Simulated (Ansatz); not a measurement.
Start from `[GeH3][CH2]CBr` and change one atom or group to get `CCCCBr`.

Ansatz, PBE0-D4/def2-TZVP geometries, multiplicity 1. Each molecule was computed in one conformer, which needn't be the lowest.

Scalar relativity is left out up to krypton.

```json
{"property": "HOMO–LUMO gap (PBE/def2-TZVPP) / eV", "`[GeH3][CH2]CBr`": "5.39"}
{"property": "HOMO–LUMO gap (PBE0/def2-TZVPP) / eV", "`[GeH3][CH2]CBr`": "7.62"}
{"property": "LUMO energy (PBE0/def2-TZVPP) / eV", "`[GeH3][CH2]CBr`": "-0.20"}
{"property": "HOMO–LUMO gap (B3LYP/def2-TZVPP) / eV", "`[GeH3][CH2]CBr`": "7.10"}
{"property": "size of the dipole moment (B3LYP/def2-TZVPP) / D", "`[GeH3][CH2]CBr`": "1.74"}
{"property": "LUMO energy (PBE/def2-TZVPP) / eV", "`[GeH3][CH2]CBr`": "-1.18"}
```

Task: What does the change do to each property? (Best estimate.)

Result: Computed: 
```
                                        property  `CCCCBr`  shift
             HOMO–LUMO gap (PBE/def2-TZVPP) / eV      5.63   0.24
            HOMO–LUMO gap (PBE0/def2-TZVPP) / eV      7.97   0.35
              LUMO energy (PBE0/def2-TZVPP) / eV      0.21   0.41
           HOMO–LUMO gap (B3LYP/def2-TZVPP) / eV      7.43   0.33
size of the dipole moment (B3LYP/def2-TZVPP) / D      2.09   0.35
               LUMO energy (PBE/def2-TZVPP) / eV     -0.83   0.35
```

With PBE0 the HOMO rises by 0.07 eV and the LUMO rises by 0.41 eV, so the gap widens by about 0.34 eV. PBE moves the HOMO by 0.10 eV and ωB97M-V by 0.02 eV. Dipoles are sizes alone; their direction can turn.

B3LYP here is the variant with VWN-RPA as its local correlation; programs differ in this.

Spin–orbit coupling is left out; it splits and shifts lone-pair levels of the heavy atoms by tenths of an eV.
